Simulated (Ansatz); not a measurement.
Two isomers of C2H6O2Si: A = `O=COC[SiH3]`, B = `O=CC(O)[SiH3]`.

Calculated with Ansatz (gas phase, PBE0-D4/def2-TZVP geometries, no zero-point term in ΔE). CBS: MP2 limit from def2 TZ/QZ plus the TZ coupled-cluster correction, frozen cores. Functionals use def2-TZVPP. B3LYP here is the variant with VWN-RPA as its local correlation; programs differ in this. Each species was taken in one conformer, which may not be the lowest.

Task: Which isomer does CCSD(T)/CBS put lower? Give the gap. (Estimate.)

Result: The calculation gave: A, by 7.6 kcal/mol.

Task: Give E(B) − E(A) in kcal/mol with B3LYP-D4, PBE-D4, HF/def2-TZVPP, CCSD/def2-TZVPP, r2SCAN-D4, PBE0-D4, MP2/def2-TZVPP. (An estimate is asked.)

Result: The calculation gave: B3LYP-D4 9.0, PBE-D4 8.0, HF/def2-TZVPP 10.6, CCSD/def2-TZVPP 8.3, r2SCAN-D4 8.8, PBE0-D4 8.0, MP2/def2-TZVPP 8.2. None reverses the order clearly.

Largest T1 diagnostic: 0.015.

In def2-TZVPP, CCSD(T) changes the Hartree–Fock value by −2.3 kcal/mol (the triples alone add +0.1 kcal/mol) and MP2 by −2.5 kcal/mol.
